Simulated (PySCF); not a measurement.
**Dipole response of Sr (strontium, neutral)**

[Kr] 5s2, closed-shell 1S. Computed with PySCF 2.14 in def2-QZVPPD with the def2 core potential (28 electrons) (7s5p4d3f, 63 functions), with a scalar-relativistic core potential. Coupled (time-dependent) response in atomic units; α is the mean over directions.

```tsv
method	mean α (bohr³)	C₆ (like pair)	S(−4)
UHF	232.5	4059	24980
PBE	195.9	3155	17820
PBE0	203.1	3331	19070
CAM-B3LYP	190.4	3040	16710
TPSSh	218.5	3742	21650
```

S(−4) is the Cauchy moment in α(ω) = α(0) + S(−4) ω² + …

Reference α: 197.2 ± 0.2 bohr³ (recommended; Schwerdtfeger and Nagle, table of static dipole polarizabilities (2023 update)). Published C₆: 3175 (Chu and Dalgarno (2004); Tang, Norbeck and Certain (1976)).

Hartree-Fock lies above the reference because it lacks correlation, which contracts the outer shell.

α(iu) at UHF:

| u (hartree) | α(iu) (bohr³) |
| --- | --- |
| 0 | 232.5 |
| 0.0500 | 183.6 |
| 0.100 | 113.9 |
| 0.200 | 47.94 |
| 0.300 | 26.45 |
| 0.500 | 12.86 |
| 0.750 | 7.595 |
| 1.00 | 5.240 |
| 1.50 | 2.982 |
| 2.00 | 1.911 |
| 3.00 | 0.9594 |
| 5.00 | 0.3737 |

A single London oscillator, α(iu) = α/(1 + u²/ω²), gives C₆ = (3/4) ω α². Matching the computed C₆ needs ω = 4 × 4059 / (3 × 232.5²) = 0.100 hartree.

Energies and moments cover only the electrons outside the core potential.
